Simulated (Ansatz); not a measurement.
Consider the formal exchange of groups at a C–N bond: `C=CN([SiH3])c1ccccc1` + `COC=O` → `COC(=O)c1ccccc1` + `C=CN[SiH3]`.

Isolated molecules relaxed with PBE0-D4/def2-TZVP in Ansatz; ΔE leaves out vibrations. CBS: MP2 limit from def2 TZ/QZ plus the TZ coupled-cluster correction, frozen cores. This one scheme is used for every species. DFT in def2-TZVPP. B3LYP here is the variant with VWN-RPA as its local correlation; programs differ in this. Each species was taken in one conformer, which may not be the lowest.

CCSD(T)/CBS gives -47.5 kJ/mol.

(1) Another level gave -51.4 kJ/mol. Which?
A. PBE0/def2-TZVPP
B. BHLYP/def2-TZVPP
C. B3LYP-D4/def2-TZVPP
D. BHLYP-D4/def2-TZVPP

Largest T1 diagnostic among the species: 0.015.

## Answers

(1) D. BHLYP-D4 -51.4, PBE0 -56.6, B3LYP-D4 -46.5, BHLYP -62.8 kJ/mol.

In def2-TZVPP, CCSD(T) changes the Hartree–Fock value by +22.3 kJ/mol (the triples alone add +3.4 kJ/mol) and MP2 by +27.6 kJ/mol. At CCSD(T), def2-SVP lies +3.1 kJ/mol from the extrapolated value and def2-TZVPP +1.5 kJ/mol.

CCSD(T)/CBS has its own doubt, a few kJ/mol and more with outer-core shells, so smaller differences from it don't rank the levels.
